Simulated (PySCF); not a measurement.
Compound: CdMe(SiH3), CH6CdSi (singlet state).
Bonds: Cd1–C2, Cd1–Si6. Hydrogens: H3, H4, H5 on C2; H7, H8, H9 on Si6.

The calculation used PBE0-D3(BJ)/def2-SVP geometry optimisation, gas phase, def2 core potentials past Kr in PySCF 2.14.0.

Q: List the bond lengths and angles at this level.

A: 
```json
{"bond": "Cd1–C2", "length (Å)": "2.127"}
{"bond": "Cd1–Si6", "length (Å)": "2.517"}
{"bond": "C2–H3, C2–H4, C2–H5", "length (Å)": "1.101"}
{"bond": "Si6–H7, Si6–H8, Si6–H9", "length (Å)": "1.500"}
```

Bonds in one row agree within 0.01 Å and their mean is given. A selection of angles:
```json
{"angle": "C2–Cd1–Si6", "degrees": "179.4"}
{"angle": "Cd1–C2–H3", "degrees": "110.6"}
{"angle": "H3–C2–H4", "degrees": "108.1"}
{"angle": "Cd1–Si6–H7", "degrees": "112.4"}
{"angle": "H7–Si6–H8", "degrees": "106.7"}
```

Si6 (silicon bonded to Cd and 3 H) is tetrahedral (angles from 106.7° to 112.4°).

Point group: near C3v, missed by 0.14 Å at most; the miss may be what the optimiser left on a soft mode (C3 holds within 0.08 Å). No frequency check.
